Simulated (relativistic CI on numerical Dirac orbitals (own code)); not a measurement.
Computed by Dirac-Coulomb-Breit CI, KLI orbitals optimised for each configuration, model QED (radiative potential, 1s self-energy scaled to tabulated hydrogen-like ionisation energies), valence Slater integrals scaled by 0.85, P86 correlation energy added to each configuration (own radial code, finite nucleus).

Configuration list (outside the closed core 1s2): 2s, 2p, 3s, 3p, 3d, 4s, 4p, 4f, 4d, 5s, 5p, 5g, 5f, 5d, 6s, 6p, 6d. Levels of other configurations are missing.

At this charge configurations can still be misplaced by up to about 7 % of their energy. 21 of the 21 excited levels that our extract of the measured tables holds in this range could be paired (the sources list more); they are missed by 561 cm⁻¹ on average and 2106 at most, and levels without a partner can miss by more.

Outline of the computed level scheme of N V. Lowest level of each configuration: 2s 2S_1/2 at 0.0000 eV; 2p 2P°_1/2 at 10.2358 eV; 3s 2S_1/2 at 56.5274 eV; 3p 2P°_1/2 at 59.2211 eV; 3d 2D_3/2 at 59.8257 eV; 4s 2S_1/2 at 75.1424 eV; 4p 2P°_1/2 at 76.2388 eV; 4d 2D_3/2 at 76.5328 eV; 4f 2F°_5/2 at 76.8907 eV.

Some strong electric-dipole decays among the lowest 15 levels: 3d 2D_5/2 → 2p 2P°_3/2 (4.2e+10 s⁻¹); 3d 2D_3/2 → 2p 2P°_1/2 (3.5e+10 s⁻¹); 4d 2D_5/2 → 2p 2P°_3/2 (1.4e+10 s⁻¹); 4d 2D_3/2 → 2p 2P°_1/2 (1.2e+10 s⁻¹); 3p 2P°_1/2 → 2s 2S_1/2 (1.2e+10 s⁻¹); 3p 2P°_3/2 → 2s 2S_1/2 (1.2e+10 s⁻¹); 4f 2F°_7/2 → 3d 2D_5/2 (9.5e+09 s⁻¹); 4f 2F°_5/2 → 3d 2D_3/2 (8.8e+09 s⁻¹).
